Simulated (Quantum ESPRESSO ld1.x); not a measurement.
Results of a calculation; reference values are marked as such.
Task: These are the eigenvalues of the occupied orbitals of an atom or ion with whole-number occupations (eV). Code: ld1.x of Quantum ESPRESSO 7.5. Model: scalar-relativistic Kohn-Sham, LDA (Slater exchange, Perdew-Wang correlation), spin-polarised, spherical densities, point nucleus.

1s up: -25636.0
1s down: -25634.9
2s up: -4060.10
2s down: -4059.39
2p up: -3679.28
2p down: -3678.30
3s up: -1004.14
3s down: -1002.89
3p up: -878.893
3p down: -877.524
3d up: -681.957
3d down: -680.606
4s up: -382.447
4s down: -376.211
4p up: -340.548

Which element is it, and in what charge state? The configuration may be excited. Open shells, if any, are filled with parallel spins first.

Result: Z = 47, silver, charge +14: Ag14+ in [Ar] 3d10 4s2 4p3. The list shows which subshells hold electrons but not how many an open one holds; the 1s level, -942.11 hartree, gives Z - s = 43.4 by -(Z - s)^2/2, which with screening and relativity narrows Z to a few neighbours, and the depths of the outer levels then fix element, charge and occupations together.
